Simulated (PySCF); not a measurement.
Ge(Me)2(Vi)2, SMILES C=[CH][Ge]([CH3])([CH3])[CH]=C (C6H12Ge), singlet (GFN2-xTB optimised geometry):

```
19

C     -1.688    -1.163     2.543
C     -0.919    -1.670     1.595
Ge    -0.303    -0.691     0.000
C      1.687    -0.691     0.000
C     -0.991     1.170     0.000
C     -0.918    -1.671    -1.595
C     -1.699    -1.170    -2.536
H     -2.005    -1.733     3.405
H     -2.037    -0.144     2.500
H     -0.594    -2.700     1.683
H      2.068    -0.188     0.884
H      2.068    -0.176    -0.877
H      2.077    -1.705    -0.007
H     -2.077     1.185    -0.006
H     -0.637     1.705    -0.877
H     -0.646     1.702     0.882
H     -0.583    -2.697    -1.688
H     -2.060    -0.155    -2.487
H     -2.016    -1.741    -3.397
```

Calculation: PBE0/def2-SVP (PySCF).

Problem. What are the frontier orbital energies and the dipole moment?

Solution. HOMO-2 -8.22 eV, HOMO-1 -7.53 eV, HOMO -7.49 eV, LUMO -0.10 eV, LUMO+1 0.60 eV; dipole moment 0.23 D.

Meta-Löwdin charges at PBE0/def2-SVP: C1 -0.21, C2 -0.29, Ge3 0.74, C4 -0.51, C5 -0.52, C6 -0.29, C7 -0.21, H8 0.10, H9 0.10, H10 0.10, H11 0.11, H12 0.11, H13 0.11, H14 0.11, H15 0.11, H16 0.11, H17 0.10, H18 0.10, H19 0.10.
